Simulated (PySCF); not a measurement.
Species: C₃BCl₂N.
Atom-mapped SMILES: `[N:1]#[C:2][C:3]#[C:4][B:5]([Cl:6])[Cl:7]`

Method: PBE0-D3(BJ)/def2-SVP geometry optimisation, gas phase (PySCF 2.14.0); density fitting, grid level 1; the optimiser is geomeTRIC in internal coordinates, started from a GFN2-xTB structure with every atom displaced at random (about 0.01 Å).

At the end of the run (lengths in Å): C4–B5 1.521, C3≡C4 1.222, N1≡C2 1.163, B5–Cl6 1.740, C2–C3 1.373, B5–Cl7 1.739, C3–C4–B5 179.6°, C2–C3–C4 179.8°, C4–B5–Cl6 119.6°, Cl6–B5–Cl7 120.8°.

Problem. These geometries were met on the way; a selection of coordinates is given. Order them by energy above the end point, lowest first.
A. C4–B5 1.472, C3≡C4 1.268, N1≡C2 1.128, B5–Cl6 1.712, C2–C3 1.348, B5–Cl7 1.725, C3–C4–B5 179.4°, C2–C3–C4 179.3°, C4–B5–Cl6 119.9°, Cl6–B5–Cl7 120.0°
B. C4–B5 1.522, C3≡C4 1.226, N1≡C2 1.164, B5–Cl6 1.750, C2–C3 1.373, B5–Cl7 1.732, C3–C4–B5 166.9°, C2–C3–C4 169.9°, C4–B5–Cl6 116.9°, Cl6–B5–Cl7 121.0°
C. C4–B5 1.523, C3≡C4 1.217, N1≡C2 1.160, B5–Cl6 1.731, C2–C3 1.375, B5–Cl7 1.747, C3–C4–B5 177.8°, C2–C3–C4 179.0°, C4–B5–Cl6 123.6°, Cl6–B5–Cl7 118.8°
D. C4–B5 1.521, C3≡C4 1.221, N1≡C2 1.161, B5–Cl6 1.732, C2–C3 1.374, B5–Cl7 1.749, C3–C4–B5 179.1°, C2–C3–C4 179.0°, C4–B5–Cl6 119.3°, Cl6–B5–Cl7 121.3°

Solution. D (0.003 eV), C (0.025 eV), B (0.069 eV), A (0.255 eV).

```csv
step,E above end (eV),"rms distance from the end, all atoms (Å)",largest force (eV/Å),rms shift of all bonds from the end (Å)
4,0.003,0.016,0.306,0.005
3,0.025,0.040,0.665,0.005
1,0.069,0.109,0.734,0.006
0,0.255,0.032,5.702,0.035
```

Rows stand in the order of the answer.
